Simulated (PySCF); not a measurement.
The geometry has D5h symmetry (within 0.05 Å) and had no frequency check at the DFT level, so a distortion to lower symmetry isn't ruled out.

Excitations are Tamm–Dancoff values on a coarser integration grid. The basis has no diffuse functions, so Rydberg states are missing or too high.

[5]prismane cage Si10H10 `[SiH]12[SiH]3[SiH]4[SiH]1[SiH]1[SiH]2[SiH]2[SiH]3[SiH]4[SiH]12` (charge 0, multiplicity 1)

Computed with PySCF 2.14.0 with CAM-B3LYP-D3(BJ)/def2-SVP // B3LYP-D3(BJ)/def2-SVP.

```yaml
HOMO: -7.80 eV
dipole_moment: 0.000 e·Å
LUMO: -0.74 eV
HOMO–LUMO gap: 7.06 eV
S1 excitation (TDA): 4.23 eV
S1 oscillator strength: 0.002
T1 excitation (TDA): 3.95 eV
S1–T1 gap (TDA): 0.28 eV
total_energy: -2900.1192 Ha
cost: about 60 core-minutes (a rough figure)
```

Bond lengths (Å): Si1–Si2 2.386, Si1–Si4 2.398, Si1–Si6 2.386, Si1–H11 1.495, Si2–Si3 2.398, Si2–Si8 2.386, Si2–H12 1.495, Si3–Si4 2.386, Si3–Si9 2.386, Si3–H13 1.495, Si4–Si5 2.386, Si4–H14 1.495, Si5–Si6 2.398, Si5–Si10 2.386, Si5–H15 1.495, Si6–Si7 2.386, Si6–H16 1.495, Si7–Si8 2.386, Si7–Si10 2.398, Si7–H17 1.495, Si8–Si9 2.398, Si8–H18 1.495, Si9–Si10 2.386, Si9–H19 1.495, Si10–H20 1.495. Angles (°): Si2–Si1–Si4 90.0, Si2–Si1–Si6 108.0, Si2–Si1–H11 119.2, Si4–Si1–Si6 90.0, Si4–Si1–H11 124.0, Si6–Si1–H11 119.2, Si1–Si2–Si3 90.0, Si1–Si2–Si8 108.0, Si1–Si2–H12 119.2, Si3–Si2–Si8 90.0, Si3–Si2–H12 124.0, Si8–Si2–H12 119.2, Si2–Si3–Si4 90.0, Si2–Si3–Si9 90.0, Si2–Si3–H13 124.0, Si4–Si3–Si9 108.0, Si4–Si3–H13 119.2, Si9–Si3–H13 119.2, Si1–Si4–Si3 90.0, Si1–Si4–Si5 90.0, Si1–Si4–H14 124.0, Si3–Si4–Si5 108.0, Si3–Si4–H14 119.2, Si5–Si4–H14 119.2, Si4–Si5–Si6 90.0, Si4–Si5–Si10 108.0, Si4–Si5–H15 119.2, Si6–Si5–Si10 90.0, Si6–Si5–H15 124.0, Si10–Si5–H15 119.2, Si1–Si6–Si5 90.0, Si1–Si6–Si7 108.0, Si1–Si6–H16 119.2, Si5–Si6–Si7 90.0, Si5–Si6–H16 124.0, Si7–Si6–H16 119.2, Si6–Si7–Si8 108.0, Si6–Si7–Si10 90.0, Si6–Si7–H17 119.2, Si8–Si7–Si10 90.0, Si8–Si7–H17 119.2, Si10–Si7–H17 124.0, Si2–Si8–Si7 108.0, Si2–Si8–Si9 90.0, Si2–Si8–H18 119.2, Si7–Si8–Si9 90.0, Si7–Si8–H18 119.2, Si9–Si8–H18 124.0, Si3–Si9–Si8 90.0, Si3–Si9–Si10 108.0, Si3–Si9–H19 119.2, Si8–Si9–Si10 90.0, Si8–Si9–H19 124.0, Si10–Si9–H19 119.2, Si5–Si10–Si7 90.0, Si5–Si10–Si9 108.0, Si5–Si10–H20 119.2, Si7–Si10–Si9 90.0, Si7–Si10–H20 124.0, Si9–Si10–H20 119.2.
Charge 0, spin multiplicity 1.
